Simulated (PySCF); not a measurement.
## Bonding in `Cc1cpcpc1C1CC1`

Species: C8H10P2.
Atom-mapped SMILES: `[CH3:1][c:2]1[cH:3][p:4][cH:5][p:6][c:7]1[CH:8]1[CH2:9][CH2:10]1` (hydrogens: H11, H12, H13 on C1; H14 on C3; H15 on C5; H16 on C8; H17, H18 on C9; H19, H20 on C10)

Cartesian coordinates in Å at the GFN2-xTB level; atoms count from 1:
```
atom  x, y, z in Å
C1    -1.157   -1.767   -0.054
C2    -1.219   -0.267    0.067
C3    -2.470    0.318   -0.056
P4    -2.938    1.983    0.006
C5    -1.428    2.778    0.263
P6     0.169    2.154    0.442
C7    -0.024    0.422    0.288
C8     1.228   -0.377    0.410
C9     2.050   -0.660   -0.822
C10    2.584    0.239    0.247
H11   -0.904   -2.214    0.907
H12   -0.395   -2.061   -0.773
H13   -2.115   -2.170   -0.374
H14   -3.303   -0.358   -0.222
H15   -1.487    3.861    0.332
H16    1.158   -1.190    1.124
H17    2.479   -1.644   -0.942
H18    1.734   -0.205   -1.749
H19    3.383   -0.125    0.876
H20    2.649    1.294    0.029
```

Bond orders from the PBE0/pcSseg-1 density (PySCF). The structure is a single GFN2-xTB conformer in the gas phase; no vibrational or solvent corrections.

(1) Where do the orders between heavy atoms depart from those drawn in the SMILES?

(2) Give the Mayer order of every bond between heavy atoms, beside its length.

Results:

(1) The largest departure is 0.190, at P6–C7 (drawn aromatic, 1.310), counting aromatic bonds as 1.5. The bonds drawn aromatic range from 1.31 to 1.47.

(2) 
```csv
bond,drawn as,length (Å),Mayer order
C1–C2,single,1.506,1.103
C2–C3,aromatic,1.386,1.469
C3–P4,aromatic,1.731,1.328
P4–C5,aromatic,1.725,1.315
C5–P6,aromatic,1.724,1.320
P6–C7,aromatic,1.749,1.310
C7–C8,single,1.490,1.061
C8–C9,single,1.508,0.916
C9–C10,single,1.496,0.979
C7–C2,aromatic,1.398,1.326
C10–C8,single,1.498,0.981
```

By pair of heavy elements: C–C: lowest C8–C9 (0.916, 1.508 Å), highest C2–C3 (1.469, 1.386 Å); in 3 of the 21 pairs the longer bond (by over 0.003 Å) has the higher order (by 0.02 or more). C–P: all 4 within 0.02 of one another (1.310 to 1.328).

And the bonds to hydrogen?

C–H: 0.91 to 0.95 (10 bonds).

Sum the orders of all bonds at each heavy atom with more than one neighbour and set the sums beside the valence in the SMILES.

C1 3.917 (drawn 4), C2 3.898 (drawn 4), C3 3.704 (drawn 4), P4 2.643 (drawn 3), C5 3.571 (drawn 4), P6 2.630 (drawn 3), C7 3.697 (drawn 4), C8 3.888 (drawn 4), C9 3.803 (drawn 4), C10 3.848 (drawn 4). Orders between atoms that aren't bonded are not in these sums.

Mayer orders depend on the basis set.
